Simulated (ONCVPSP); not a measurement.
Debugging a pseudopotential input (tin, ONCVPSP 4.0.1)

Command:

```bash
oncvpsp.x < Sn.dat > Sn.out
```

Input:

```
# ATOM AND REFERENCE CONFIGURATION
# atsym  z   nc   nv     iexc    psfile
  Sn 50.00    8    3  -116133      upf
#
#   n    l    f
    1    0    2.00
    2    0    2.00
    2    1    6.00
    3    0    2.00
    3    1    6.00
    3    2   10.00
    4    0    2.00
    4    1    6.00
    4    2   10.00
    5    0    2.00
    5    1    2.00
#
# PSEUDOPOTENTIAL AND OPTIMIZATION
# lmax
    1
#
#   l,   rc,      ep,       ncon, nbas, qcut
    0    1.75    0.00    4    7    3.90
    1    1.85    0.00    4    8    3.60
    2    1.00    0.00    4    9   10.90
#
# LOCAL POTENTIAL
# lloc, lpopt,  rc(5),   dvloc0
    2    5    1.00    0.00
#
# VANDERBILT-KLEINMAN-BYLANDER PROJECTORs
# l, nproj, debl
    0    2    3.50
    1    2    3.00
    2    0    1.40
#
# MODEL CORE CHARGE
# icmod, fcfact, rcfact
    4    0.65    0.00
#
# LOG DERIVATIVE ANALYSIS
# epsh1, epsh2, depsh
   -2.00    5.00    0.02
#
# OUTPUT GRID
# rlmax, drl
    6.00    0.01
#
# TEST CONFIGURATIONS
# ncnf
    4
# nvcnf
#   n    l    f
    3
    4    2   10.00
    5    0    2.00
    5    1    1.00
#
    3
    4    2   10.00
    5    0    2.00
    5    1    0.00
#
    3
    4    2   10.00
    5    0    1.00
    5    1    0.00
#
    3
    4    2   10.00
    5    0    1.00
    5    1    2.00
#
```

Output:

```
ONCVPSP  (Optimized Norm-Conservinng Vanderbilt PSeudopotential)
scalar-relativistic version 4.0.1

Read ERROR, input data file line  25
Program will stop
```

Question: This input was made by a single change from one that runs to its end. What was changed?

Answer: The change: lmax lowered by one with the lists unchanged. The program refuses the input: "Read ERROR, input data file line 25".
